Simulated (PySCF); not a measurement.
TDDFT excited states: C5H3F3S

C₅H₃F₃S.
SMILES: `Fc1cscc1C(F)F`

Computed, not measured: PySCF 2.14.0, density-fitted response routines, TDDFT PBE0/def2-SVPD, vertical, gas phase, core orbitals frozen in the response. Isolated species at its GFN2-xTB geometry (one conformer only). Torsions of this conformer, `[F:1][c:2]1[cH:3][s:4][cH:5][c:6]1[CH:7]([F:8])[F:9]`: C5–C6–C7–F8 59°.

List the vertical singlet excitations with oscillator strengths and describe the spectrum.

```
state  E (eV)  E (kJ/mol)  λ (nm)       f  symmetry  main configurations (H = HOMO, L = LUMO)
   S1    5.51         532   224.9   0.074        A′                                 H→L (87%)
   S2    5.96         575   208.2   0.101        A′                     H-1→L (82%), H→L (8%)
   S3    6.03         582   205.6  0.0036        A″                               H→L+1 (95%)
   S4    6.43         621   192.8  0.0006         –                             H-1→L+1 (94%)
   S5    6.80         657   182.2  0.0002         –                               H→L+2 (94%)
   S6    7.06         681   175.6  0.0030        A″                               H→L+4 (97%)
```

Triplets, Tamm–Dancoff:

```csv
state,E (eV),λ (nm),"main configurations (H = HOMO, L = LUMO)"
T1,3.71,334.4,"H→L (85%), H-1→L (10%)"
T2,4.44,279.3,"H-1→L (88%), H→L (10%)"
```

The lowest singlet lies at 5.51 eV (225 nm, ultraviolet) and is of moderate strength; its leading configuration is HOMO→LUMO (87%). The most intense listed level is S2 at 5.96 eV (208 nm, f = 0.101), 0.44 eV above S1. Löwdin shares by element: HOMO carbon 70% or more, sulfur 12% (atoms not listed hold the other 18%); LUMO carbon 57% or more, sulfur 22% (atoms not listed hold the other 20%). Weighted by f, the mean energy of these states is 5.80 eV. The listed states span 1.55 eV, and the widest gap between neighbours is 0.44 eV (S1 to S2). The oscillator strengths of these states sum to 0.183; summed over the whole spectrum of an exact calculation they would give the number of electrons, 76 (Thomas–Reiche–Kuhn). Symmetry labels in Cs follow from the direction of the transition dipole and are given only for states with f of 0.002 or more. Only the lowest 6 singlets were computed, as vertical energies without vibronic structure.

Time: 37 s; peak memory 0.87 GiB. Hardware: one thread, Arm Neoverse V1 (aarch64) (shared host).
